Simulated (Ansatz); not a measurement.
Basis sets compared for `[Ag][S]c1ccc(C#Cc2ccc(C#Cc3ccccc3)cc2)cc1`. Total charge 0; singlet. Geometry PBE-D4/def2-SVP. Ansatz on 2 threads of AMD EPYC 7R13 on a shared host and a share (18 GiB) of an NVIDIA H100 80GB HBM3; times are rough, and most runs start from earlier orbitals.

```xyz
37

Ag    7.811   -1.402   -7.094
S     5.627   -1.247   -7.942
C     4.668   -1.024   -6.459
C     4.297    0.275   -6.037
C     3.474    0.456   -4.925
C     2.989   -0.660   -4.190
C     2.157   -0.479   -3.054
C     1.432   -0.322   -2.067
C     0.598   -0.141   -0.934
C     0.112   -1.258   -0.201
C    -0.706   -1.080    0.912
C    -1.077    0.222    1.344
C    -1.908    0.403    2.481
C    -2.628    0.561    3.471
C    -3.448    0.743    4.619
C    -3.816    2.047    5.047
C    -4.620    2.220    6.178
C    -5.073    1.106    6.906
C    -4.716   -0.188    6.493
C    -3.913   -0.374    5.363
C    -0.593    1.339    0.610
C     0.225    1.161   -0.503
C     3.359   -1.963   -4.623
C     4.179   -2.138   -5.737
H     4.666    1.143   -6.602
H     3.190    1.469   -4.605
H     0.392   -2.270   -0.524
H    -1.074   -1.952    1.472
H    -3.459    2.916    4.474
H    -4.898    3.236    6.497
H    -5.705    1.248    7.796
H    -5.068   -1.065    7.059
H    -3.631   -1.386    5.037
H    -0.873    2.352    0.934
H     0.593    2.034   -1.062
H     2.984   -2.835   -4.066
H     4.455   -3.150   -6.070
```

In the def2 sets Ag takes a core potential; there is no spin–orbit coupling. Single mean-field runs in def2-SVP, def2-TZVP are fitted with def2-universal-jkfit. The restricted singlet is unstable towards broken spin symmetry in Hartree–Fock (as tested in another run); at PBE-D4/def2-TZVP, PBE0-D4/def2-SVP, PBE0-D4/def2-TZVP this wasn't settled.

Binding counts from free atoms (Ag doublet, S triplet, C triplet, H doublet) in the same basis, without a counterpoise term.

| level | functions | energy (Eh) | HOMO (eV) | LUMO (eV) | binding per atom (eV) | wall time |
| --- | --- | --- | --- | --- | --- | --- |
| PBE-D4/def2-SVP | 422 | -1389.3368 | -4.98 | -3.57 | 5.58 | 6 s |
| PBE0-D4/def2-SVP | 422 | -1389.4063 | -5.68 | -2.89 | 5.44 | 3.1 s |

Task: Estimate the rows for PBE-D4/def2-TZVP (with forces), PBE0-D4/def2-TZVP.

Result: 
| level | functions | energy (Eh) | HOMO (eV) | LUMO (eV) | binding per atom (eV) | wall time |
| --- | --- | --- | --- | --- | --- | --- |
| PBE-D4/def2-TZVP (with forces) | 837 | -1390.3948 | -5.03 | -3.64 | 5.49 | 7.5 s |
| PBE0-D4/def2-TZVP | 837 | -1390.4532 | -5.68 | -2.94 | 5.36 | 4.4 s |
